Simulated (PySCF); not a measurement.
# Working out the ionisation energy of C⁺

C⁺ [He] 2s2 2p1 (2P) → C²⁺ [He] 2s2 (1S). Computed with PySCF 2.14 in aug-cc-pVDZ-DK, with the spin-free X2C one-electron Hamiltonian (Gaussian nucleus). Frozen: 1s2. Energies in hartree (1 hartree = 27.21139 eV):

| part | C⁺ (lower) | C²⁺ (upper) |
| --- | --- | --- |
| UHF | -37.305352 | -36.416926 |
| CCSD correlation | -0.067234 | -0.071949 |
| (T) | -0.000685 | 0.000000 |

Task: What does Hartree-Fock give?

Result: (-36.416926) − (-37.305352) = 0.888426 hartree = 24.175 eV.

Task: What do CCSD and CCSD(T) give?

Result: The CCSD correlation energies differ by -0.004715 hartree = -0.128 eV and the triples by 0.000685 hartree = 0.019 eV, so CCSD gives 24.047 eV and CCSD(T) 24.066 eV.

Measured between the centres of the two terms (NIST): 24.378 eV, so CCSD(T) (valence) is off by -0.312 eV.

A double-zeta basis recovers only part of the correlation energy.

The coupled-cluster amplitudes are large, so a single reference is strained.

What remains against the reference includes basis incompleteness, the frozen core and higher excitations.
